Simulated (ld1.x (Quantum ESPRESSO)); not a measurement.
## Logarithmic derivatives: Cu, TM

copper (Cu), norm-conserving Troullier–Martins (Kleinman–Bylander form), made with ld1.x (Quantum ESPRESSO) 7.5 (PBE, scalar-relativistic). Core [Ne] 3s2, reference 3p6 3d9 4s0 4p0 (charge +2). Waves: 3p (bound): rc 1.05 bohr; 3d (bound): rc 1.30 bohr; 4s (bound, empty): rc 1.95 bohr. Local part: the s channel. Core correction: Bessel-smoothed model core inside 0.70 bohr.

The phase is arctan(r·u′/u) with u = r·R(r), unwrapped; energies in Ry, scanned from -9 to 5 Ry. A pole is an energy at which the radial function vanishes at the test radius. The pseudo phase is shifted by a multiple of π to meet the all-electron one at the reference energy, and phase errors are pseudo minus all-electron; the curves can meet again beyond the range given. Levels narrower than the energy grid can be missing from the lists of poles.

| channel | radius (bohr) | reference energy (Ry) | poles, all-electron | poles, pseudo | unbroken range about the reference energy with phases within 0.05 rad | phase error 1 Ry above the reference energy (rad) |
| --- | --- | --- | --- | --- | --- | --- |
| s | 2.15 | -1.64 | 1.27 | 1.10 | below 2.8 | -0.005 |
| p | 2.15 | -7.17 | -7.14, 2.61 | -7.14 | below -2.7 | +0.004 |
| d | 2.15 | -2.18 | -2.00, 4.85 | -1.99 | below -0.7 | +0.029 |

Phases in the p channel:

| E (Ry) | all-electron | pseudo |
| --- | --- | --- |
| -9.00 | 1.391 | 1.392 |
| -8.52 | 1.383 | 1.384 |
| -8.04 | 1.372 | 1.373 |
| -7.56 | 1.347 | 1.349 |
| -7.08 | -1.686 | -1.684 |
| -6.60 | -1.766 | -1.763 |
| -6.12 | -1.785 | -1.782 |
| -5.64 | -1.802 | -1.797 |
| -5.16 | -1.819 | -1.813 |
| -4.68 | -1.840 | -1.831 |
| -4.20 | -1.865 | -1.852 |
| -3.72 | -1.897 | -1.878 |
| -3.24 | -1.940 | -1.911 |
| -2.76 | -2.001 | -1.955 |
| -2.28 | -2.095 | -2.015 |
| -1.80 | -2.258 | -2.103 |
| -1.32 | -2.580 | -2.243 |
| -0.84 | -3.212 | -2.486 |
| -0.36 | -3.893 | -2.922 |
| 0.12 | -4.259 | -3.521 |
| 0.60 | -4.441 | -3.982 |
| 1.08 | -4.547 | -4.243 |
| 1.56 | -4.616 | -4.391 |
| 2.04 | -4.666 | -4.485 |
| 2.52 | -4.706 | -4.549 |
| 3.00 | -4.739 | -4.596 |
| 3.48 | -4.770 | -4.632 |
| 3.96 | -4.799 | -4.661 |
| 4.44 | -4.830 | -4.686 |
| 4.92 | -4.864 | -4.707 |
